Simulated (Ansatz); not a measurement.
`[NH2][GeH]([F])[Cl]` + H₂ → `[F][GeH2][Cl]` + NH₃ at 700 K and 1 bar (hydrogenolysis of a Ge–N bond).

Computed with Ansatz on PBE0-D4/def2-TZVP structures; ΔE is electronic, products minus reactants. CBS: MP2 limit from def2 TZ/QZ plus the TZ coupled-cluster correction, frozen cores. This one scheme is used for every species. For Ge outer-core shells are correlated without core-valence functions, which leaves a few kJ/mol of doubt a bond. Scalar relativity is left out up to krypton. One conformer a species, not always the lowest.

```json
{"species": "`[NH2][GeH]([F])[Cl]`", "CCSD(T)/CBS energy (Eh)": "-2692.28962", "H − E (kJ/mol)": "161.3", "S (J/(mol·K))": "421.9"}
{"species": "H₂", "CCSD(T)/CBS energy (Eh)": "-1.17544", "H − E (kJ/mol)": "46.8", "S (J/(mol·K))": "155.3"}
{"species": "`[F][GeH2][Cl]`", "CCSD(T)/CBS energy (Eh)": "-2636.95386", "H − E (kJ/mol)": "96.6", "S (J/(mol·K))": "360.2"}
{"species": "NH₃", "CCSD(T)/CBS energy (Eh)": "-56.50880", "H − E (kJ/mol)": "116.9", "S (J/(mol·K))": "226.5"}
```

H − E and S are ideal-gas, rigid-rotor, harmonic terms from PBE0-D4/def2-TZVP, for one conformer and one mirror image of each species. The MP2-based limit puts H₂ 0.8 mEh under its directly extrapolated value; such offsets cancel only in part. 1 Eh = 2625.50 kJ/mol, R = 8.31446 J/(mol·K).

Task: By hand: ΔE, ΔH, ΔS and ΔG.

Result: ΔE = (-2636.95386) + (-56.50880) − (-2692.28962) − (-1.17544) = 0.00240 Eh = 6.3 kJ/mol. Δ(H − E) = 96.6 + 116.9 − 161.3 − 46.8 = 5.4, so ΔH = 11.7 kJ/mol. ΔS = 360.2 + 226.5 − 421.9 − 155.3 = 9.5 J/(mol·K). ΔG = 11.7 − 700 × (9.5)/1000 = 5.0 kJ/mol.

Task: By hand: the equilibrium constant, and the temperature at which ΔG would vanish if ΔH and ΔS stayed fixed.

Result: log₁₀ K = −ΔG/(RT ln 10) = -0.4. ΔG = 0 at ΔH/ΔS = 1232 K, though so small a ΔS makes that figure unsure.

TΔS isn't small against ΔH here. The sign of ΔG lies within the doubt. A doubt of 5 kJ/mol in ΔE shifts log₁₀ K by 0.4 here. Other conformers and mirror images would add mixing entropy, several J/(mol·K) or more a flexible species. These are equilibria of isolated gas molecules and say nothing of rates. Largest T1 diagnostic: 0.011 (customary marks: 0.02 for closed shells, 0.045 for open ones).
